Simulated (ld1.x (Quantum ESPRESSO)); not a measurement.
# Before and after: TM potential for tin

```json
{
  "Element": "Sn",
  "Generator": "ld1.x (Quantum ESPRESSO) 7.5",
  "Type": "norm-conserving Troullier–Martins (Kleinman–Bylander form)",
  "Functional": "PBE",
  "Relativity": "scalar-relativistic",
  "Frozen core": "[Kr]",
  "Valence charge": "14",
  "Reference configuration": "4d10 5s2 5p2",
  "Partial waves": "5s (bound): rc 2.15 bohr; 5p (bound): rc 1.80 bohr; 4d (bound): rc 1.65 bohr",
  "Local potential": "all-electron potential smoothed inside 1.65 bohr (lloc = -2)",
  "Core correction": "Bessel-smoothed model core inside 1.15 bohr"
}
```

All-electron outer shells of the reference configuration (PBE, scalar-relativistic, ld1.x):

| shell | level (eV) | outermost node (bohr) | outermost maximum (bohr) |
| --- | --- | --- | --- |
| 4s | -133.93 | 0.40 | 0.74 |
| 4p | -89.70 | 0.41 | 0.79 |
| 4d | -25.84 | 0.39 | 0.88 |
| 5s | -10.55 | 0.98 | 2.01 |
| 5p | -3.69 | 1.09 | 2.55 |

Change: all radii but the core radius scaled by about 1.35 (s 2.90, p 2.42, d 2.22 bohr); local potential all-electron potential smoothed inside 2.22 bohr (lloc = -2).

Cutoffs: the cutoffs (Ry, on a coarse ladder) from which the occupation-weighted sum of valence levels, in a spherical-Bessel basis at the reference potential, stays within 10 and 1 mRy of its value at 400 Ry; they do not see the model core or the augmentation charge, which bear on the density cutoff. Errors are all-electron minus pseudo energies relative to the spin-unpolarised reference configuration.

Predict the effect on cutoff, ghosts and configuration errors.

The potential gets softer (80 Ry and 140 Ry → 55 Ry and 100 Ry); of the 7 tests that both files solve, the error grows in 4 and shrinks in 2 by more than 15 % and 0.3 meV (median size 2.7 → 23.5 meV); neither file shows a bound ghost. A larger radius leaves more room for a smooth pseudo-wave, so fewer plane waves are needed.

```tsv
quantity	base	changed
cutoff, loose	80 Ry	55 Ry
cutoff, tight	140 Ry	100 Ry
loose cutoff by channel (10 mRy a level)	s 10 Ry, p 25 Ry, d 70 Ry	s 8 Ry, p 6 Ry, d 50 Ry
bound ghosts	none	none
error for 4d10 5s2 5p1, meV [ΔE 6.87 eV]	+1.3	0.0
error for 4d10 5s2 5p0, meV [ΔE 20.83 eV]	+2.7	+2.9
error for 4d10 5s1 5p0, meV [ΔE 51.80 eV]	-1.9	-31
error for 4d10 5s0 5p0, meV [ΔE 92.92 eV]	-80	-311
error for 4d10 5s1 5p2, meV [ΔE 14.52 eV]	+6.0	-16
error for 4d10 5s0 5p4, meV [ΔE 14.19 eV]	-0.5	-90
error for 4d9 5s2 5p3, meV [ΔE 24.47 eV]	-55	-23
```
